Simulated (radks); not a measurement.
The numbers below are computed, except where a source is named.
Polarisability of neutral fluorine, [He] 2s2 2p5, at imaginary frequency. Level of theory: non-relativistic Kohn-Sham, LDA (Slater exchange, Perdew-Wang correlation), spin-unpolarised, spherical densities, point nucleus (a radial shooting solver on a logarithmic mesh with Libxc functionals). Response by self-consistent Sternheimer equations with the Hartree and adiabatic LDA kernel.

w (hartree)  alpha1(iw) (bohr^3)
0.00266                    4.202
0.0143                     4.200
0.0360                     4.191
0.0697                     4.159
0.118                      4.082
0.186                      3.923
0.280                      3.642
0.413                      3.210
0.605                      2.640
0.892                      1.988
1.35                       1.339
2.12                      0.7778
3.59                      0.3659
6.94                      0.1236
17.5                     0.02312

Static values: alpha1 = 4.202 bohr^3 (0.6227 angstrom^3; uncoupled 4.892). C6 = 11.37, triple-dipole C9 = 33.38 atomic units. One-pole (London) frequency 4 C6 / (3 alpha1^2) = 0.858 hartree, against 0.415 for minus the highest occupied eigenvalue. The dipole shielding factor is 1.000, as the force sum rule N/Z = 1.000 demands. Recommended static value: 3.74 bohr^3 (Schwerdtfeger and Nagle, 2023 table).

Beside tabulated values, note that spin-unpolarised runs miss the spin-polarisation part of the exchange energy of open shells.
